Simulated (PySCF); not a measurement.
Here is a job for PySCF.
```python
from pyscf import gto, scf, dft
from pyscf.prop import polarizability

mol = gto.M(
    atom='''
Si    0.634732    0.683364   -0.539800
Cl    2.602718    1.026189   -0.199011
C     0.079101   -0.853986    0.409740
Si   -1.768087   -1.307785    0.209357
N    -2.882724   -0.068771    0.642494
H    -0.079473    1.878561   -0.085334
H     0.468453    0.517613   -1.982471
H     0.683204   -1.705877    0.095294
H     0.295120   -0.715464    1.471046
H    -2.074534   -2.427032    1.102464
H    -2.043375   -1.598326   -1.197159
H    -2.948542    0.217262    1.605740
H    -2.975617    0.735251    0.043901
''',
    basis='6-31g',
    charge=0,
    spin=0,
    verbose=3,
)

mf = dft.RKS(mol)
mf.xc = 'b3lyp'
mf.kernel()
alpha = mf.Polarizability().polarizability()[2, 2]
print('alpha_zz =', alpha)
```

What total energy does B3LYP/6-31G, polarisability run with PySCF give?

-1136.8036 Eh

Predict the nuclear repulsion energy from B3LYP/6-31G, polarisability.

344.8017 Eh

Give the HOMO energy at the level B3LYP/6-31G, polarisability.

-6.83 eV

Estimate the number of basis functions that B3LYP/6-31G, polarisability returns for this input.

73

What HOMO-LUMO gap does B3LYP/6-31G, polarisability give?

6.76 eV

Predict the Mulliken (on the basis functions themselves) charges in atom order from B3LYP/6-31G, polarisability.

Si1 0.66, Cl2 -0.30, C3 -0.86, Si4 0.84, N5 -0.94, H6 -0.10, H7 -0.09, H8 0.20, H9 0.20, H10 -0.11, H11 -0.11, H12 0.31, H13 0.31

Roughly what does it cost on one core?

around 25 core-seconds (rough).
